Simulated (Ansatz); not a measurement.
C₂H₇BO₂, SMILES `BOCCO`. Total charge 0; spin multiplicity 1. The structure was optimised at the PBE0-D4/def2-TZVP level. It is one conformer, not always the lowest.

```xyz
12

B    -0.536   -2.041   -0.562
O    -0.377   -0.786   -1.005
C    -0.522    0.338   -0.158
C     0.834    0.972    0.087
O     0.721    2.159    0.835
H    -0.841   -2.241    0.585
H    -0.362   -2.922   -1.352
H    -1.178    1.057   -0.654
H    -0.984    0.039    0.792
H     1.285    1.244   -0.870
H     1.499    0.243    0.570
H     0.463    1.936    1.733
```

(1) What is the dipole moment at r2SCAN/def2-TZVPP? (An estimate is asked.)

(2) And with PBE, B3LYP, ωB97M-V? (Estimate.)

(3) Give the Mulliken charges with r2SCAN, ωB97M-V, PBE in def2-TZVPP. (Best estimate.)

## Answers

(1) Computed: 1.56 D, with components (-0.34, 0.04, 1.52) D in this frame, pointing from negative to positive charge.

(2) The calculation gave: PBE 1.53 D, B3LYP 1.59 D, ωB97M-V 1.60 D.

(3) Ansatz gave: 
```
atom  r2SCAN  ωB97M-V    PBE
  B1    0.11    -0.02   0.02
  O2   -0.27    -0.26  -0.18
  C3    0.11    -0.02   0.03
  C4    0.13    -0.01   0.00
  O5   -0.36    -0.32  -0.30
  H6   -0.04     0.03  -0.03
  H7   -0.02     0.05   0.00
  H8    0.05     0.12   0.09
  H9    0.02     0.07   0.04
 H10    0.04     0.10   0.08
 H11    0.03     0.09   0.07
 H12    0.19     0.17   0.18
```

B3LYP here is the variant with VWN-RPA as its local correlation; programs differ in this.
